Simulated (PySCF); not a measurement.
Cd(OH)(GeH3), SMILES [GeH3][Cd][OH] (H4CdGeO) at its CAM-B3LYP/def2-SVP optimised geometry (Å):

```
7

Cd     0.3557     0.1948     0.0000
O      2.3256     0.1948     0.0000
H      2.7384     0.8893     0.5269
Ge    -2.1459     0.1283    -0.0445
H     -2.7384     1.2213     0.8625
H     -2.7011     0.3598    -1.4602
H     -2.6933    -1.2213     0.4505
```

Computed with CAM-B3LYP/def2-TZVP, def2 effective core potentials past Kr in PySCF. The core electrons that the potentials of Cd replace are not part of the density.

Map of the electrostatic potential (hartree/e), clipped to [-0.08, 0.12] on the plane z = 0.8 Å:

```
|4444444444444444444444444444444|
|4444444444444444444444444444444|
|4444444444444444444444444444444|
|4444444444444444444444444444444|
|4444444444444444444444444444444|
|4444444444444444554444444444444|
|4444444444444455555554444444444|
|3333444444444555555555555444444|
|3333444444445556665555555554444|
|3334456765455566776655666654444|
|3334489996555678987666899765444|
|3334599999766799999767999965443|
|3344599999998999999978999964433|
|3344589999999999999979999954333|
|3444589999999999999979999543333|
|3444589999999999999966863222233|
|3444579999999999999942210012223|
|3344469999998999999731000011222|
|3334479999876789998531000011222|
|3334489998655677876532100112223|
|3334469996445556665432211122223|
|3333446654444555554433222222233|
|3333444444444445544433322222333|
|3333344444444444444433333333333|
|3333344444444444444433333333333|
|3333344444444444444433333333333|
|3334444444444444444433333333333|
|4444444444444444444333333333333|
|4444444444444444444333333333333|
|4444444444444444444333333333333|
|4444444444444444444333333333333|
```
Scale: ten equal steps from -0.080 (start of '0') to 0.120 (end of '9'), in the order '0123456789'; x runs from -5.00 to 5.00, y from -5.00 (bottom) to 5.00 (top).
